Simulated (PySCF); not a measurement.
Method: B3LYP in PySCF with Nb def2-SVP with ECP28, O def2-SVP, Cl def2-SVP; scalar-relativistic core potentials, no spin–orbit coupling; density-fitted integrals.

```xyz
4
charge 0 multiplicity 1, angstrom
Nb   -0.2999    0.0000   -0.2507
O    -1.2198    1.3760    0.1867
O    -1.2198   -1.3760    0.1867
Cl    1.9209    0.0000    0.5162
```

NbO2Cl (singlet), along the line from Nb1 (at 0) through O2 (at 1.712 Å). Core electrons replaced by a potential are absent, the electrostatic potential uses the reduced nuclear charge, and values within about 0.7 Å of such atoms have no physical meaning.

Tabulate the fields along this line at 0.77, 0.94, 1.11, 1.28, 1.46, 1.63, 1.88, 2.05, 2.23, 2.40, 2.57, 2.74 Å.


```json
{"distance (Å)": "0.77", "electron density (e/Å³)": "2.13", "electron localisation function": "0.461", "electrostatic potential (V)": "42.2"}
{"distance (Å)": "0.94", "electron density (e/Å³)": "1.75", "electron localisation function": "0.436", "electrostatic potential (V)": "25.7"}
{"distance (Å)": "1.11", "electron density (e/Å³)": "2.51", "electron localisation function": "0.744", "electrostatic potential (V)": "26.7"}
{"distance (Å)": "1.28", "electron density (e/Å³)": "4.43", "electron localisation function": "0.769", "electrostatic potential (V)": "55.4"}
{"distance (Å)": "1.46", "electron density (e/Å³)": "7.83", "electron localisation function": "0.195", "electrostatic potential (V)": "167"}
{"distance (Å)": "1.63", "electron density (e/Å³)": "168", "electron localisation function": "0.988", "electrostatic potential (V)": "889"}
{"distance (Å)": "1.88", "electron density (e/Å³)": "20", "electron localisation function": "0.211", "electrostatic potential (V)": "329"}
{"distance (Å)": "2.05", "electron density (e/Å³)": "5.77", "electron localisation function": "0.645", "electrostatic potential (V)": "88.6"}
{"distance (Å)": "2.23", "electron density (e/Å³)": "2.78", "electron localisation function": "0.891", "electrostatic potential (V)": "27.8"}
{"distance (Å)": "2.40", "electron density (e/Å³)": "1.22", "electron localisation function": "0.89", "electrostatic potential (V)": "8.17"}
{"distance (Å)": "2.57", "electron density (e/Å³)": "0.497", "electron localisation function": "0.827", "electrostatic potential (V)": "1.5"}
{"distance (Å)": "2.74", "electron density (e/Å³)": "0.202", "electron localisation function": "0.689", "electrostatic potential (V)": "-0.724"}
```
